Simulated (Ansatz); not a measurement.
`[CH3][Ga]([NH2])[NH2]`, relaxed with RKS PBE0-D4/def2-TZVP in Ansatz 0.2.0 from a PBE-D4/def2-SVP geometry. The force threshold is 0.005 eV/Å; the program also tests the step.

Charge 0, multiplicity 1.

Start:

```xyz
11

C     0.125    0.955    1.506
Ga   -0.011   -0.093   -0.156
N    -1.562   -0.186   -1.136
N     1.405   -1.051   -0.827
H     1.181    1.084    1.815
H    -0.415    0.444    2.329
H    -0.328    1.958    1.376
H    -1.698   -0.867   -1.885
H    -2.460    0.107   -0.750
H     2.362   -0.886   -0.511
H     1.402   -1.463   -1.761
```

| step | energy (eV) | largest force (eV/Å) | largest move (Å) |
| --- | --- | --- | --- |
| 1 | -56500.6348 | 0.654 | 0.000 |
| 2 | -56500.6702 | 0.161 | 0.021 |
| 3 | -56500.6733 | 0.026 | 0.010 |
| 4 (rejected) | -56500.6725 | 0.223 | 0.025 |
| 5 | -56500.6740 | 0.022 | 0.012 |
| 6 | -56500.6746 | 0.005 | 0.027 |
| 7 | -56500.6746 | 0.010 | 0.013 |
| 8 | -56500.6746 | 0.003 | 0.004 |

End:

```xyz
11

C     0.123    0.948    1.495
Ga   -0.008   -0.095   -0.156
N    -1.564   -0.217   -1.100
N     1.412   -1.003   -0.848
H     1.162    1.083    1.797
H    -0.405    0.443    2.308
H    -0.331    1.932    1.366
H    -1.696   -0.837   -1.881
H    -2.442    0.121   -0.748
H     2.347   -0.906   -0.493
H     1.402   -1.470   -1.738
```

It took 19 s on 4 threads of a server CPU on a shared host, with 0.49 GiB of host memory at the peak.
